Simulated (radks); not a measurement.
The xenon ion Xe+, configuration [Kr] 4d10 5s2 5p5.

All-electron calculation, Dirac Kohn-Sham, BLYP, spin-unpolarised, spherical densities, finite nucleus; open shells are shared between the two j in proportion to 2j + 1; Fermi nuclear charge, rms radius 4.7859 fm. Program: a radial shooting solver on a logarithmic mesh with Libxc functionals.

Energy parts (hartree):
part                        energy
total                  -7450.23186
kinetic                 7914.92932
electron-nucleus      -18095.68160
Hartree                 2918.09988
exchange-correlation    -187.57946

Orbitals (lengths in bohr, moments of r in powers of bohr):
orbital     occ.  eigenvalue (hartree)      <r>   <1/r>  small-component weight
1s1/2          2             -1262.677  0.02666   58.11                3.96e-02
2s1/2          2             -196.7542   0.1142   13.59                8.50e-03
2p1/2          2             -184.8965  0.09619   13.57                8.53e-03
2p3/2          4             -172.9612   0.1020   12.47                8.09e-03
3s1/2          2             -40.52581   0.3061   4.858                2.53e-03
3p1/2          2             -35.59471   0.2962   4.770                2.48e-03
3p3/2          4             -33.32838   0.3079   4.498                2.35e-03
3d3/2          4             -24.64391   0.2787   4.355                2.24e-03
3d5/2          6             -24.16485   0.2824   4.286                2.20e-03
4s1/2          2              -7.60585   0.7166   1.969                7.39e-04
4p1/2          2              -5.86010   0.7458   1.860                6.76e-04
4p3/2          4              -5.40696   0.7737   1.771                6.37e-04
4d3/2          4              -2.58328   0.8702   1.528                4.95e-04
4d5/2          6              -2.51012   0.8811   1.505                4.85e-04
5s1/2          2              -1.06190    1.823  0.7210                1.38e-04
5p1/2    1.66667              -0.65334    2.129  0.6114                1.01e-04
5p3/2    3.33333              -0.60219    2.226  0.5814                9.25e-05

The highest occupied level is 5p3/2 at -16.386 eV. The density falls to 0.001 e/bohr^3 at r = 4.14 bohr. The electron density at the nucleus is 2.717e+05 e/bohr^3.
